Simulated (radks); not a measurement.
Results of a calculation; reference values are marked as such.
Task: The mean radii <r> (bohr) of the occupied orbitals of an atom or ion are listed with their occupations. Level of theory: scalar-relativistic Kohn-Sham, revPBE, spin-polarised, spherical densities, point nucleus (a radial shooting solver on a logarithmic mesh with Libxc functionals).

| orbital | occ. | <r> |
|---|---|---|
| 1s up | 1 | 0.02665 |
| 1s down | 1 | 0.02665 |
| 2s up | 1 | 0.1146 |
| 2s down | 1 | 0.1146 |
| 2p up | 3 | 0.1003 |
| 2p down | 3 | 0.1003 |
| 3s up | 1 | 0.3063 |
| 3s down | 1 | 0.3063 |
| 3p up | 3 | 0.3043 |
| 3p down | 3 | 0.3043 |
| 3d up | 5 | 0.2809 |
| 3d down | 5 | 0.2808 |
| 4s up | 1 | 0.7166 |
| 4s down | 1 | 0.7164 |
| 4p up | 3 | 0.7647 |
| 4p down | 3 | 0.7639 |
| 4d up | 5 | 0.8755 |
| 4d down | 5 | 0.8716 |
| 5s up | 1 | 1.785 |
| 5p up | 3 | 2.083 |
| 5p down | 2 | 2.113 |
| 4f up | 1 | 6.425 |

Name the element and its charge. Open shells, if any, are filled with parallel spins first.

Result: Z = 54, xenon, charge +1: Xe+ in [Kr] 4d10 5s1 5p5 4f1. The 1s radius gives Z: for a bare nucleus <r> = (2 gamma + 1)/(2Z) with gamma = sqrt(1 - (Z/c)^2), 0.02628 bohr for Z = 54, and screening makes it slightly larger (0.02665 here). The occupations add up to 53, and the charge is Z minus that.
